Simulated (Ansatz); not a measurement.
F2Ge (SMILES [F][Ge][F]) moved off its minimum; all values from Ansatz (a quantum-chemistry and plane-wave program), cores frozen in correlated methods.
(charge 0, multiplicity 1)
```xyz
3

Ge    -0.0104    -0.0404     0.3535
F      0.6750     1.0298    -0.8514
F     -0.7076    -1.1038    -0.8240
```

```csv
level,largest force (eV/Å),on atom,rms difference from CCSD(T)/aug-cc-pVTZ (eV/Å),dipole (D)
HF/def2-TZVPP,1.32,Ge1,0.595,2.90
PBE/def2-TZVPP,1.07,F3,0.401,2.43
r2SCAN/def2-TZVPP,0.38,F3,0.042,2.46
B3LYP/def2-TZVPP,0.72,F3,0.174,2.70
wB97M-V/def2-TZVPP,0.43,F3,0.017,2.70
MP2/aug-cc-pVTZ,0.55,F3,0.053,2.62
CCSD(T)/aug-cc-pVTZ,0.46,F3,0.000,2.66
```

The differences count from one level among others, with limits of its own. Forces at CCSD(T)/aug-cc-pVTZ (eV/Å):

```csv
atom,Fx,Fy,Fz
Ge1,0.180,0.279,-0.071
F2,0.065,0.098,0.188
F3,-0.245,-0.377,-0.117
```
